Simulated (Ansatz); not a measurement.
Reaction: BH3S (SMILES SB) + H+ → BH4S+ (SMILES B[SH2+])
Each species at its own B3LYP-D3(BJ)/def2-TZVP minimum (Ansatz, an electronic-structure program).

Property: proton affinity (electronic), positive where energy is released, in kcal/mol. Open shells are spin-unrestricted; no spin-orbit coupling. CBS(X,Y): correlation extrapolated as X^-3, Hartree-Fock from the larger set (Q,5: extrapolated as (X+1)exp(-9√X)). A bracket is a step between two methods taken in the basis named. The functionals are non-relativistic, so their misses hold any scalar relativity. Double hybrids freeze cores in their MP2 part. 'core' is core correlation in cc-pwCVTZ (1s frozen past Ne), 'X2C' scalar relativity in cc-pVTZ-DK, both at CCSD(T).

CCSD(T)/CBS(cc-pV(Q+d)Z,cc-pV(5+d)Z) + [CCSDT(Q) - CCSD(T)]/cc-pV(T+d)Z + [CCSDTQ - CCSDT(Q)]/cc-pV(D+d)Z + core + X2C (Ansatz) gives 168.9 kcal/mol.

### Question
How far off this value is PBE/def2-TZVPD (Ansatz), in which direction, and which of these levels come nearer: wB97M-V/def2-TZVPD, B2PLYP/def2-TZVPD, CCSD(T)/CBS(cc-pV(Q+d)Z,cc-pV(5+d)Z) + core + X2C?

### Answer
PBE gives 167.8 kcal/mol, 1.1 kcal/mol below it. Differences of the others: wB97M-V/def2-TZVPD (Ansatz) -2.2; B2PLYP/def2-TZVPD (Ansatz) -0.1; CCSD(T)/CBS(cc-pV(Q+d)Z,cc-pV(5+d)Z) + core + X2C (Ansatz) 0.1 kcal/mol. Nearer than PBE: B2PLYP/def2-TZVPD, CCSD(T)/CBS(cc-pV(Q+d)Z,cc-pV(5+d)Z) + core + X2C.
